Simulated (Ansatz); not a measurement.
Reaction (ligand exchange at a B–I bond): `IB1C[SiH2]1` + HBr → `BrB1C[SiH2]1` + HI

Gas-phase electronic energies from Ansatz, PBE0-D4/def2-TZVP geometries. CCSD(T)/CBS is the MP2 limit (def2-TZVPP, def2-QZVPP) plus CCSD(T) − MP2 in def2-TZVPP, frozen cores. DFT in def2-TZVPP. Elements past krypton have def2 core potentials. For Br, I outer-core shells are correlated without core-valence functions, which leaves a few kJ/mol of doubt a bond. Scalar relativity is left out up to krypton.

```json
{"level": "LDA (SPW92)", "ΔE (kJ/mol)": "-10.0"}
{"level": "BLYP-D4", "ΔE (kJ/mol)": "-9.6"}
{"level": "PBE0-D4", "ΔE (kJ/mol)": "-8.5"}
{"level": "r2SCAN0-D4", "ΔE (kJ/mol)": "-9.6"}
{"level": "ωB97X-V", "ΔE (kJ/mol)": "-11.4"}
{"level": "revPBE", "ΔE (kJ/mol)": "-9.0"}
{"level": "BLYP", "ΔE (kJ/mol)": "-11.9"}
{"level": "r2SCAN", "ΔE (kJ/mol)": "-9.7"}
```

Q: What does CCSD(T)/CBS give? (Estimate.)

A: Ansatz gave: -5.9 kJ/mol. The listed levels differ from it by -4.1, -3.7, -2.6, -3.7, -5.5, -3.1, -6.0, -3.8 kJ/mol.

Largest T1 diagnostic among the species: 0.013.

In def2-TZVPP, CCSD(T) changes the Hartree–Fock value by +6.6 kJ/mol (the triples alone add +1.9 kJ/mol) and MP2 by +10.7 kJ/mol. Leaving LDA and LC-ωPBE aside and taking each functional with its dispersion term where it has one, the values, not all of them listed here, spread over 4.8 kJ/mol, from CAM-B3LYP-D4 to PBE-QIDH.
